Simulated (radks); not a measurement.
The numbers below are computed, except where a source is named.
Question: Ionisation of Pb2+, [Hg], to Pb3+, [Xe] 4f14 5d10 6s1, under several functionals. Scalar-relativistic Kohn-Sham, spin-polarised, spherical densities, finite nucleus; open shells are filled with parallel spins first (spin-orbit coupling, left out, can overturn this in heavy ions); a radial shooting solver on a logarithmic mesh with Libxc functionals. Known Delta-SCF values: BLYP 32.236 eV; PBEsol 32.188 eV; AM05 32.162 eV. What does SOGGA give, and what is its highest occupied eigenvalue?

Answer: 32.044 eV by Delta-SCF; the 6s eigenvalue is -27.373 eV. NIST: 31.937 eV (measured).
